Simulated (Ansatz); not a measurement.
Basis sets compared for the cluster Ga₃As₄⁻ (the lowest singlet isomer of a short search). Total charge -1; singlet. Geometry PBE0-D4/def2-SVP. Ansatz on 4 threads of Intel Xeon on a shared host; times are rough, and most runs start from earlier orbitals.

Cartesian coordinates in Å:
```
Ga 2.727 -0.103 1.055
Ga -0.716 -1.303 -2.004
Ga -1.724 1.421 -0.299
As 1.108 0.563 -0.980
As -2.123 -1.238 0.080
As 0.118 -0.875 0.916
As 0.610 1.535 1.233
```

The structure comes from a short search, and lower isomers may exist.

| level | functions | energy (Eh) | HOMO (eV) | LUMO (eV) | wall time |
| --- | --- | --- | --- | --- | --- |
| PBE-D4/def2-SVPD | 266 | -14714.3267 | -0.47 | 0.92 | 10 s |
| PBE0-D4/def2-SVPD | 266 | -14714.6731 | -1.18 | 1.50 | 33 s |

**Question.** Estimate the rows for PBE-D4/def2-TZVPD, PBE0-D4/def2-TZVPD.

**Answer.** 
```
             level  functions  energy (Eh)  HOMO (eV)  LUMO (eV)  wall time
 PBE-D4/def2-TZVPD        378  -14716.1689      -0.49       0.89       22 s
PBE0-D4/def2-TZVPD        378  -14716.5138      -1.20       1.48       67 s
```
